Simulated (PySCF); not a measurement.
Work out the structure from these simulated measurements.

Formula: C5H6FNSi.

| Property | Result |
| --- | --- |
| 13C NMR | chemical shifts (computed TMS as zero) by class: 163.5 (1 C), 125.7 (1 C), 121.8 (1 C), 93.9 (1 C), 17.5 (1 C) ppm [GIAO PBE0/pcSseg-1] |
| UV, strongest line | among the 8 lowest singlet transitions: S2 at 5.96 eV (208 nm, f = 0.228) [TDDFT B3LYP/def2-SVPD] |
| UV, first state | lowest singlet excitation: 5.55 eV (223 nm, f = 0.009) [TDDFT B3LYP/def2-SVPD] |
| Rotational structure | rotational constants A, B, C: 2.997, 1.335, 0.994 GHz [GFN2-xTB] |
| NMR, other nuclei | isotropic shieldings of nuclei other than C and H, by class: -54 (1 N), 396 (1 F), 380 (1 Si) ppm [GIAO PBE0/pcSseg-1] |
| 1H NMR | chemical shifts (computed TMS as zero) by class: 7.15 (1 H), 5.73 (1 H), 4.50 (1 H), 4.44 (1 H), 2.14 (1 H), 1.87 (1 H) ppm [GIAO PBE0/pcSseg-1] |
| Triplet | lowest triplet excitation (Tamm–Dancoff): 3.77 eV [TDA B3LYP/def2-SVPD] |
| Polarisability | 87.8 au [B3LYP/def2-SVPD] |

The electronic properties come from PySCF, for the isolated species, density fitting. Levels stand in brackets. Geometry: GFN2-xTB; no solvent, vibrations or thermal averaging. NMR classes are plain means over equivalent atoms (diastereotopic ones count apart unless rotation or inversion swaps them), as if these changed places fast.

Question: What is the compound? Reason from the data.

Answer: Numbering: `[N:1]#[C:2][C:3]1=[CH:4][CH2:5][SiH2:6][C@H:7]1[F:8]`. Its formula, C5H6FNSi, gives 4 degrees of unsaturation: 1 ring and 3 π bonds in the structure found. 5 carbons fall into 5 classes; from least to most shielded: alkene CH carbon [C4] (163.5 ppm), fully substituted alkene carbon [C3] (125.7 ppm), nitrile carbon [C2] (121.8 ppm), sp3 C–F carbon [C7] (93.9 ppm), ring sp3 carbon bound to silicon [C5] (17.5 ppm). Hydrogen classes from least to most shielded: 1 H on an alkene CH carbon, C4 (7.15 ppm), 1 H on an sp3 C–F carbon, C7 (5.73 ppm), 1 H on an SiH2 silicon, Si6 (4.50 ppm), 1 H on an SiH2 silicon, Si6 (4.44 ppm), 1 H on an sp3 carbon bound to silicon, C5 (2.14 ppm), 1 H on an sp3 carbon bound to silicon, C5 (1.87 ppm). The other shieldings belong to: -54 ppm, nitrile nitrogen [N1]; 396 ppm, alkyl fluorine [F8]; 380 ppm, SiH2 silicon [Si6]. S1 is mainly HOMO−1→LUMO (weight 0.86); the largest Löwdin shares of the orbital it empties are 0.25 on the sp3 C–F carbon, 0.22 on the alkyl fluorine, 0.17 on the SiH2 silicon and 0.09 on the sp3 carbon bound to silicon, of the orbital it fills 0.33 on the alkene CH carbon, 0.21 on the fully substituted alkene carbon, 0.13 on the nitrile nitrogen and 0.10 on the nitrile carbon. The optimised geometry has point group C1 and is an asymmetric top. Structure: `N#CC1=CC[SiH2][C@H]1F`. Computed isomers that give other values at the same levels: `N#CC(/C=C\F)=C/[SiH3]` (13C chemical shifts (computed TMS as zero) by class: 162.6 (1 C), 146.6 (1 C), 131.5 (1 C), 122.9 (1 C), 114.3 (1 C) ppm); `N#CC1=CC[Si@H](F)C1` (13C chemical shifts (computed TMS as zero) by class: 156.6 (1 C), 122.6 (1 C), 120.8 (1 C), 24.8 (1 C), 24.5 (1 C) ppm); `C#C[SiH2][C@](C)(F)C#N` (13C chemical shifts (computed TMS as zero) by class: 123.5 (1 C), 108.3 (1 C), 82.7 (1 C), 82.6 (1 C), 26.2 (1 C) ppm). The assignments are read from this structure; whether some other isomer fits the data as well wasn't checked. The mirror image fits equally.
